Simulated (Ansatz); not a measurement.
Compare A (`CC([SiH3])[SiH2]F`) with its isomer B (`CC(F)[SiH2][SiH3]`).

Program: Ansatz. Geometries: PBE0-D4/def2-TZVP. ΔE: electronic, gas phase. CCSD(T)/CBS is the MP2 limit (def2-TZVPP, def2-QZVPP) plus CCSD(T) − MP2 in def2-TZVPP, frozen cores. Functionals use def2-TZVPP. One conformer a species, not always the lowest.

A:

```xyz
14

C    -0.118    0.163   -1.560
C    -0.448   -0.111   -0.083
Si   -0.252    1.446    0.954
Si    0.549   -1.523    0.597
F     0.309   -2.828   -0.308
H     0.927    0.460   -1.684
H    -0.736    0.969   -1.966
H    -0.282   -0.723   -2.179
H    -1.502   -0.404    0.018
H     1.159    1.917    0.907
H    -0.624    1.197    2.373
H    -1.124    2.519    0.407
H     2.002   -1.220    0.542
H     0.140   -1.862    1.982
```

B:

```xyz
14

C    -2.237    0.342   -0.468
C    -0.789    0.674   -0.203
F    -0.696    1.364    1.014
Si    0.367   -0.842   -0.104
Si    2.490   -0.199    0.637
H    -2.336   -0.154   -1.438
H    -2.633   -0.326    0.299
H    -2.842    1.251   -0.485
H    -0.415    1.358   -0.975
H     0.450   -1.444   -1.466
H    -0.235   -1.848    0.815
H     3.011    0.897   -0.225
H     2.435    0.276    2.043
H     3.431   -1.350    0.555
```

(1) Which isomer does CCSD(T)/CBS put lower? Give the gap. (Estimate.)

(2) Give E(B) − E(A) in kJ/mol with CCSD/def2-TZVPP, PBE0-D4, PBE-D4, HF/def2-TZVPP, r2SCAN-D4, CCSD(T)/def2-TZVPP, MP2/def2-TZVPP. (Best estimate.)

Largest T1 diagnostic: 0.012.

Answers

(1) Computed: A, by 229.1 kJ/mol.

(2) Computed: CCSD/def2-TZVPP 226.6, PBE0-D4 207.2, PBE-D4 195.8, HF/def2-TZVPP 227.6, r2SCAN-D4 215.0, CCSD(T)/def2-TZVPP 225.3, MP2/def2-TZVPP 245.1. None reverses the order clearly.

The D4 term adds +4.6 kJ/mol with B3LYP and +2.3 kJ/mol with PBE0; it sums over pairs of atoms, weighted by their polarisabilities, and B3LYP, whose exchange is more repulsive, gets the larger term. From PBE to PBE0 (25 % exact exchange), in def2-TZVPP and without D4, E(B) − E(A) moves by +11.9 kJ/mol.

B3LYP here is the variant with VWN-RPA as its local correlation; programs differ in this.
